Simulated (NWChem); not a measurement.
System: AlNH₄; SMILES [NH2][AlH2]

NWChem input:

```
start job
memory heap 200 mb stack 900 mb global 1100 mb
geometry units angstroms noautoz
  Al     0.000000    -0.000000     0.673915
  H     -0.577135    -1.280945     1.410904
  H      0.577135     1.280945     1.410904
  N      0.000000    -0.000000    -1.107075
  H      0.341571     0.758106    -1.685463
  H     -0.341572    -0.758106    -1.685463
end
basis spherical
  * library def2-svpd
end
dft
  xc xpbe96 cpbe96
  iterations 150
end
tddft
  cis
  nroots 6
  notriplet
end
task tddft energy
```

NWChem printed, in part:

```
             Northwest Computational Chemistry Package (NWChem) 7.3.0
             --------------------------------------------------------

 C2V symmetry detected

                             Geometry "geometry" -> ""
                             -------------------------

 Output coordinates in angstroms (scale by  1.889725989 to convert to a.u.)

  No.       Tag          Charge          X              Y              Z
 ---- ---------------- ---------- -------------- -------------- --------------
    1 Al                  13.0000     0.00000000     0.00000000     0.65465450
    2 H                    1.0000     0.00000000    -1.40495726     1.39164350
    3 H                    1.0000     0.00000000     1.40495726     1.39164350
    4 N                    7.0000     0.00000000     0.00000000    -1.12633550
    5 H                    1.0000     0.00000000     0.83150213    -1.70472350
    6 H                    1.0000     0.00000000    -0.83150213    -1.70472350

 Effective nuclear repulsion energy (a.u.)      52.2137839090

      Symmetry information
      --------------------

 Group name             C2v
 Group number             16
 Group order               4
 No. of unique centers     4

  pbe96 is a nonlocal functional; adding pw91lda local functional.

                                 NWChem DFT Module
                                 -----------------

 Summary of "ao basis" -> "ao basis" (spherical)
 ------------------------------------------------------------------------------
       Tag                 Description            Shells   Functions and Types
 ---------------- ------------------------------  ------  ---------------------
 Al                        def2-svpd                10       24   5s3p2d
 H                         def2-svpd                 4        8   2s2p
 N                         def2-svpd                 8       20   4s2p2d

      Symmetry analysis of basis
      --------------------------

        a1         34
        a2          8
        b1         13
        b2         21

            General Information
            -------------------
          SCF calculation type: DFT
          Wavefunction type:  closed shell.
          No. of atoms     :     6
          No. of electrons :    24
           Alpha electrons :    12
            Beta electrons :    12
          Charge           :     0
          Spin multiplicity:     1
          Use of symmetry is: off; symmetry adaption is: on
          Maximum number of iterations: 150
          AO basis - number of functions:    76
                     number of shells:    34
          Convergence on energy requested:  1.00D-06
          Convergence on density requested:  1.00D-05
          Convergence on gradient requested:  5.00D-04

[...]

                                NWChem TDDFT Module
                                -------------------

            General Information
            -------------------
           No. of orbitals :     152
            Alpha orbitals :      76
             Beta orbitals :      76
        Alpha frozen cores :       0
         Beta frozen cores :       0
     Alpha frozen virtuals :       0
      Beta frozen virtuals :       0
         Spin multiplicity :       1
    Number of AO functions :      76
        Use of symmetry is : off
      Symmetry adaption is : on
         Schwarz screening :  0.10D-07

              XC Information
              --------------
   PerdewBurkeErnzerhof Exchange Functional   1.00
     Perdew 1991 LDA Correlation Functional   1.00 local
    PerdewBurkeErnz. Correlation Functional   1.00 non-local

             TDDFT Information
             -----------------
          Calculation type : Tamm-Dancoff TDDFT
         Wavefunction type : Restricted singlets
          No. of electrons :      24
           Alpha electrons :      12
            Beta electrons :      12
              No. of roots :       6
          Max subspacesize :    5200
            Max iterations :     100
               Target root :       1
           Target symmetry : none
      Symmetry restriction : off
                 Algorithm : Optimal
        Davidson threshold :  0.10D-03

    6 smallest eigenvalue differences (eV)
--------------------------------------------------------
  No. Spin  Occ  Vir  Irrep   E(Occ)    E(Vir)   E(Diff)
--------------------------------------------------------
    1    1   12   13 a1       -0.230    -0.054     4.808
    2    1   11   13 a2       -0.259    -0.054     5.590
    3    1   12   14 b1       -0.230    -0.016     5.830
    4    1   11   14 b2       -0.259    -0.016     6.613
    5    1   12   15 b1       -0.230     0.013     6.619
    6    1   10   13 b1       -0.304    -0.054     6.801
--------------------------------------------------------

  Entering Davidson iterations
  Restricted singlet excited states

  Iter   NTrls   NConv    DeltaV     DeltaE      Time
  ----  ------  ------  ---------  ---------  ---------
    1      6       0     0.17E+00   0.10+100        2.7
    2     12       0     0.28E-01   0.18E-01        2.7
    3     18       3     0.31E-01   0.37E-02        2.7
    4     21       3     0.35E-02   0.14E-02        2.0
    5     24       5     0.13E-03   0.19E-04        2.0
    6     25       6     0.67E-04   0.18E-07        1.5
  ----  ------  ------  ---------  ---------  ---------
  Convergence criterion met

  Ground state a1       -299.278381025279 a.u.

  ----------------------------------------------------------------------------
  Root   1 singlet a1             0.206586773 a.u.                5.6215 eV
  ----------------------------------------------------------------------------
     Transition Moments    X  0.00000   Y  0.00000   Z  0.89000
     Dipole Oscillator Strength                    0.1090921955
     Electric Quadrupole                           0.0000001326
     Magnetic Dipole                               0.0000000000
     Total Oscillator Strength                     0.1090923281

[...]
```

Level: PBE/def2-SVPD, TDA. Coordinates come from a B3LYP/6-31G* (spherical d) optimisation.
